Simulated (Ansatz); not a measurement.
A search over several starts for the lowest SCF solution of LaB₆⁺ at the given spin, in a small basis.

```yaml
crystal:
  periodic: [false, false, false]
  atoms:
    - {symbol: La, position_ang: [-3.119463, 1.091021, 0.711802]}
    - {symbol: B, position_ang: [1.611959, -0.810896, -0.908877]}
    - {symbol: B, position_ang: [-1.519649, 0.070138, -0.626709]}
    - {symbol: B, position_ang: [1.035653, 0.068632, 0.697432]}
    - {symbol: B, position_ang: [0.099973, -0.380239, -0.767377]}
    - {symbol: B, position_ang: [2.445388, -0.437181, 0.300893]}
    - {symbol: B, position_ang: [-0.553861, 0.398535, 0.592836]}
basis:
  gaussian: {orbitals: def2-SVP, initial_orbitals: start.molden}
total_charge: 1
hamiltonian: {xc: pbe, dispersion: d4}
output: {orbitals: {seedname: orbitals}}
```

The file start.molden holds the orbitals of an earlier run on this structure, at another level or in another basis.

```sh
$ ansatz run in.yaml --threads 4 --pin off --events-out ev --progress --plain --max-ram 4787MiB
```

Output, abridged:

```
Functional definition: PBE
1172 factors; their error is unknown
mean field evaluation 1: about -4895.3436 eV, gradient 3.9e0 eV
mean field evaluation 2: about -4895.4099 eV, gradient 9.6e-2 eV
mean field evaluation 4: about -4895.3483 eV, gradient 7.3e-4 eV
mean field evaluation 8: about -4863.2579 eV, gradient 8.7e1 eV
mean field evaluation 16: about -4886.6065 eV, gradient 3.4e1 eV
mean field -4895.34834161 eV, -179.9007333678 hartree, gradient 1.7e-5 eV, S^2 0.000000; 3 other end points of the search recorded, 0 dependent functions left out
reference -4895.34839269 eV, -179.9007352451 hartree; 20, 20 occupied and 96, 96 virtual orbitals, 1172 factors
Total energy: -4895.63068518 eV, -179.9111093026 hartree
```

Run time 3.5 s (4 threads of Intel Xeon on a shared host).

In the def2 sets La takes a core potential; there is no spin–orbit coupling. Another isomer (singlet) lies 0.10 eV lower at PBE0-D4/def2-TZVP.
